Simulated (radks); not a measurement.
Initial-state core-level shifts of the bismuth ion Bi+ when its valence configuration changes from [Hg] 6p2. All-electron calculation, scalar-relativistic Kohn-Sham, BLYP, spin-unpolarised, spherical densities, finite nucleus; Fermi nuclear charge, rms radius 5.5211 fm. Program: a radial shooting solver on a logarithmic mesh with Libxc functionals. Shifts are changes of the shell-averaged eigenvalues in eV (positive: less bound); the change of the density at the nucleus, which sets a Mossbauer isomer shift, is in e/bohr^3, on a base of 3.215e+06.

| valence | 1s | 2p | 3s | 5s | density at nucleus |
|---|---|---|---|---|---|
| [Xe] 4f14 5d8 6s2 6p4 | -13.069 | -13.495 | -13.246 | -11.909 | +187.6 |
| [Xe] 4f14 5d10 6s1 6p3 | -1.828 | -1.793 | -1.809 | -1.789 | -324.1 |
| [Xe] 4f13 5d10 6s2 6p3 | -21.533 | -22.937 | -25.345 | -10.795 | +325.7 |
| [Xe] 4f13.5 5d10 6s1 6p3.5 | -12.459 | -13.115 | -14.328 | -7.131 | -183.0 |
| [Xe] 4f14 5d10 6s1.5 6p2.5 | -0.924 | -0.906 | -0.915 | -0.905 | -159.2 |
| [Xe] 4f14 5d9 6s2 6p3 | -6.498 | -6.697 | -6.585 | -5.975 | +92.8 |
| [Xe] 4f14 5d9.5 6s2 6p2.5 | -3.240 | -3.337 | -3.284 | -2.993 | +46.1 |
| [Xe] 4f13.5 5d9 6s1 6p4.5 | -18.993 | -19.868 | -20.955 | -13.059 | -120.8 |
| [Xe] 4f14 5d10 6p4 | -3.581 | -3.511 | -3.546 | -3.505 | -669.5 |
